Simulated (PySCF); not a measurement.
Electronic structure of Zn³⁺ (zinc, charge +3) at the UHF level

Configuration: [Ar] 3d9, 2D determinant. Computed with PySCF 2.14 in aug-cc-pVDZ-DK (7s6p4d2f, 59 functions), with the spin-free X2C one-electron Hamiltonian (Gaussian nucleus).

```json
{
 "Total energy": "-1791.998382 hartree",
 "One-electron energy": "-2459.5930 hartree",
 "Hartree (Coulomb) energy": "737.2330 hartree",
 "Exchange energy": "-69.6384 hartree",
 "⟨S²⟩": "0.7509",
 "⟨L²⟩": "6.010",
 "Sum of ⟨r⟩": "14.63 bohr",
 "Sum of ⟨r²⟩": "12.46 bohr²",
 "Traceless quadrupole moment −½Σ⟨3z² − r²⟩ along its main axis": "-0.254 e·bohr²",
 "Langevin diamagnetic susceptibility": "-9.87 ×10⁻⁶ cm³/mol",
 "Time after the integrals": "0.26 s of wall time on 1 thread of Intel(R) Xeon(R) Platinum 8559C (shared host)"
}
```

```tsv
shell	electrons	mean orbital energy (eV)	spread (eV)	rms radius, mean of both spins (bohr)
1s α	1	-9772.1	0	0.0580
1s β	1	-9772.1	0	0.0580
2s α	1	-1277.2	0	0.244
2s β	1	-1275.9	0	0.244
2p α	3	-1108.7	1.405	0.219
2p β	3	-1107.5	0.031	0.219
3s α	1	-201.40	0	0.727
3s β	1	-198.32	0	0.727
3p α	3	-149.17	2.685	0.766
3p β	3	-145.50	1.681	0.766
3d α	5	-63.800	3.201	0.911
3d β	4	-62.011	2.510	0.911
```

Densities and radii are taken from the X2C orbitals without a picture-change correction, which distorts them close to the nucleus.
